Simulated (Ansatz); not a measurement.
Ga₃Sb₃H₆Cl₆ (relaxed from a model of (Cl2Ga-mu-SbH2)3, whose bonding it doesn't keep). Total charge 0; singlet. Geometry r2SCAN-D4/def2-SVP; atoms count from 1.

```csv
atom,x (Å),y (Å),z (Å)
Ga1,0.454,0.082,-2.332
Cl2,-0.588,1.978,-2.192
Cl3,0.433,-0.899,-4.249
Sb4,2.430,-0.243,-0.648
Ga5,1.537,-0.445,1.979
Cl6,0.478,-2.326,1.569
Cl7,3.340,-0.644,3.176
Sb8,-0.020,1.663,2.313
Ga9,-2.702,0.487,0.705
Cl10,-3.588,2.433,0.378
Cl11,-3.106,-0.348,2.672
Sb12,-2.492,-1.189,-1.333
H13,3.242,-1.562,-1.342
H14,3.466,0.982,-1.214
H15,-0.894,0.974,0.916
H16,0.947,2.525,1.172
H17,-2.219,-2.492,-0.247
H18,-0.720,-0.976,-1.325
```

In the def2 sets Sb takes a core potential; there is no spin–orbit coupling.

**Question.** Estimate the Mulliken populations from the PBE0/def2-SVP orbitals of Ansatz.

**Answer.** 
```tsv
atom	charge (e)
Ga1	0.47
Cl2	-0.25
Cl3	-0.23
Sb4	0.05
Ga5	0.42
Cl6	-0.29
Cl7	-0.26
Sb8	0.22
Ga9	0.45
Cl10	-0.25
Cl11	-0.26
Sb12	0.20
H13	0.02
H14	0.01
H15	-0.13
H16	-0.04
H17	0.00
H18	-0.12
```
Mulliken values and Mayer orders depend strongly on the basis.

**Question.** And the Mayer bond orders between bonded heavy atoms (over 0.3)?

**Answer.** Ga1–Cl2 1.05 (2.17 Å); Ga1–Cl3 1.14 (2.15 Å); Ga1–Sb4 0.82 (2.62 Å); Sb4–Ga5 0.48 (2.78 Å); Ga5–Cl6 0.95 (2.20 Å); Ga5–Cl7 1.09 (2.17 Å); Ga5–Sb8 0.88 (2.64 Å); Ga9–Cl10 1.11 (2.16 Å); Ga9–Cl11 1.05 (2.18 Å); Ga9–Sb12 0.86 (2.65 Å).
